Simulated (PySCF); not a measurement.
Interval between two levels of Pb³⁺ by level of theory

Pb³⁺ [Xe] 4f14 5d10 6s1 [2S1/2, M_J = 1/2] → Pb³⁺ [Xe] 4f14 5d9 6s2 [2D5/2, M_J = 5/2], as a difference of total energies. Calculation: PySCF 2.14, in x2c-SVPall-2c with one added diffuse shell each of s, p type (8s12p7d2f, 93 functions); the two-component X2C-1e Hamiltonian. Correlated levels: [Kr] 4d10 4f14 frozen; the 22 highest virtual spinors dropped. "Screened" scales the spin-orbit matrix elements by Boettger's factors to mimic the two-electron term; Breit and QED terms are absent.

```csv
method,interval between two levels (cm⁻¹)
GHF (spin-free),118400
GMP2 (spin-free),110590
GHF (screened spin-orbit),109440
GMP2 (screened spin-orbit),101220
```
